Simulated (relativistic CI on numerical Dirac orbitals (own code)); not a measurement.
# Hyperfine structure of Sr VII, mass number 87

Computed by Dirac-Coulomb-Breit CI, orbitals from a KLI potential per configuration, a model potential for QED, unscaled Slater integrals (own radial code, finite nucleus).

Configuration list (outside the closed core [Ar] 3d10): 4s2 4p2, 4s 4p3, 4s2 4p 4d, 4p4, 4s 4p2 4d, 4s2 4p 4f, 4s2 4p 5s, 4s 4p2 4f, 4s2 4p 5p, 4p3 4d, 4s2 4p 5d, 4s 4p 4d2, 4s 4p2 5s, 4s2 4d2, 4s 4d3, 4s 4d2 4f, 4p2 4d2, 4p 4d3, 4p 4d2 4f, 4p 4d2 5s, 4s2 4f2, 4s 4d 4f2, 4s 4f3. Double excitations out of closed p, d and f shells are left out; levels of such configurations are missing from the list, as are those of other unlisted configurations, and high levels can miss mixing partners. These lack a partner that the ground configuration has and come out too high: 4s 4p2 5s, 4s2 4p 5p, 4s2 4p 5d.

Nuclear spin I = 9/2, μ = -1.09316 μN, Q = 0.305 b (tables of Stone and Pyykkö). The electronic factors are computed for point nuclear moments, without core polarisation or the Bohr-Weisskopf and QED corrections.

```tsv
Level	E (cm⁻¹)	A (MHz)	B (MHz)
4s2 4p2 3P_1	6465.3	21.57	565
4s2 4p2 3P_2	12333.9	-829.4	-781
4s2 4p2 1D_2	29322.6	-757.3	1890
4s 4p3 5S°_2	122429.3	-2729	-0.728
4s 4p3 3D°_1	165045.1	1747	476
4s 4p3 3D°_2	165226.7	-1490	910
4s 4p3 3D°_3	167502.1	-2394	-109
4s 4p3 3P°_1	190361.4	-3304	-520
```

Levels with J = 0, under 50 % of one LS term, or S terms without an open s electron are left out. Small factors come from cancelling terms and can be off by tens of per cent or more.

At this charge configurations can still be misplaced by up to about 7 % of their energy. 13 of the 13 excited levels that our extract of the measured tables holds in this range could be paired (the sources list more); they are missed by 2403 cm⁻¹ on average and 8423 at most, and levels without a partner can miss by more.

(1) Give the hyperfine levels of 4s2 4p2 3P_2 relative to its centre of gravity.

## Answers

(1) With K = F(F + 1) − I(I + 1) − J(J + 1), E = AK/2 + B[¾K(K + 1) − I(I + 1)J(J + 1)]/[2I(2I − 1)J(2J − 1)]: F = 5/2: 8765, F = 7/2: 6204, F = 9/2: 2716, F = 11/2: -1846, F = 13/2: -7660 MHz.

LS names give the leading component of a level, which can be under half, so a name can repeat, a term be missing and a line seem to break the LS rules.
